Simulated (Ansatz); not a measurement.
Species: 4,4-dimethylpent-1-ene, C$_{7}$H$_{14}$, net charge 0, singlet state. 
Coordinates optimised at B3LYP-D3(BJ)/def2-TZVP (Ansatz, a first-principles code):
```xyz
21

C     -1.3175    -0.3277     1.2637
C     -0.7115    -0.3392    -0.1447
C     -1.0386     0.9767    -0.8577
C     -1.3057    -1.5088    -0.9377
C      0.8248    -0.5393    -0.0775
C      1.5771     0.4965     0.6977
C      2.4564     1.3444     0.1790
H     -1.0608    -1.2385     1.8104
H     -0.9685     0.5265     1.8455
H     -2.4066    -0.2663     1.2102
H     -2.1194     1.1160    -0.9309
H     -0.6208     1.8311    -0.3241
H     -0.6296     0.9841    -1.8709
H     -2.3895    -1.4069    -1.0274
H     -1.0975    -2.4626    -0.4472
H     -0.8883    -1.5513    -1.9463
H      1.0127    -1.5227     0.3688
H      1.2140    -0.5766    -1.0990
H      1.3784     0.5416     1.7646
H      2.9746     2.0727     0.7897
H      2.6918     1.3376    -0.8797
```

Basis-set convergence of Hartree-Fock and CCSD correlation energies (hartree) with Ansatz. Correlated levels leave the core frozen unless marked. No spin-orbit coupling. Non-relativistic.

| basis | functions | E(HF) | E(corr, CCSD) |
|---|---|---|---|
| cc-pVDZ | 168 | -273.22928 | -1.08955 |
| cc-pVTZ | 406 | ? | ? |

### Question
Complete the blanks.

### Answer

- cc-pVTZ, E(HF): -273.30432
- cc-pVTZ, E(corr, CCSD): -1.28777
